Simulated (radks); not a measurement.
Results of a calculation; reference values are marked as such.
Question: Dipole-allowed excitations along the series with 12 electrons in [Ne] 3s2. Level of theory: scalar-relativistic Kohn-Sham, LB94 model potential, spin-unpolarised, spherical densities, finite nucleus; Fermi nuclear charge, rms radius of each element as measured or else 0.836 A^(1/3) + 0.57 fm (a radial shooting solver on a logarithmic mesh with Libxc functionals). Time-dependent linear response with the Hartree and adiabatic LDA kernel, continuum included through the Sternheimer equations, no spin-orbit coupling, so fine structure and intercombination lines are absent. Lines are the poles of the dipole polarisability below minus the highest occupied eigenvalue, found on a grid refined at the orbital gaps; the lowest seven at most are given, and weak or close lines can be missed. The first line takes the name of the lowest orbital gap if no other gap lies below it; otherwise a line is named after a gap within 0.6 % of it, if that gap stands alone.

species  -e(HOMO) (eV)  lowest orbital gap (eV)  first line (eV)     f  static alpha (bohr^3)
Mg               7.877              3s-3p 3.712    4.631 (3s-3p)  1.63                  60.26
Al+             19.219              3s-3p 5.979    7.766 (3s-3p)  1.72                  21.49
Si2+            34.031              3s-3p 8.149   10.615 (3s-3p)  1.58                  10.65
P3+             52.122             3s-3p 10.280   13.349 (3s-3p)  1.43                  6.185
S4+             73.407             3s-3p 12.398   16.029 (3s-3p)  1.31                  3.952

Estimate the first line of Cl5+, its oscillator strength and the static polarisability.

Answer: 18.686 eV (3s-3p), f = 1.21, alpha = 2.694 bohr^3.
